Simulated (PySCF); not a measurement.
Computed with PySCF 2.14.0, delta-SCF UKS SCAN, pcX-2 on the ionised atom, pcseg-1 elsewhere, spin-free X2C. Geometries: PBE0-D3(BJ)/def2-SVP; isolated species, one conformer each. Values against the vacuum level.

Task: Order these sites by rising C 1s binding energy.
A. C3 in `[CH3:1][CH2:2][CH2:3][O:4][GeH2:5][NH2:6]`
B. C2 in `[CH3:1][C@H:2]([Cl:3])[CH2:4][CH2:5][Cl:6]`
C. C2 in `[CH3:1][CH2:2][CH2:3][CH2:4][CH2:5][O:6][CH2:7][CH3:8]`
D. C1 in `[CH3:1][N:2]1[CH2:3][CH2:4][CH2:5][CH2:6]1`

Result: C (290.33 eV), D (291.22 eV), A (291.75 eV), B (292.39 eV).

From the lowest up, the atoms are bonded to: 2 C and 2 H (290.33); N and 3 H (291.22); O, C and 2 H (291.75); Cl, 2 C and H (292.39).
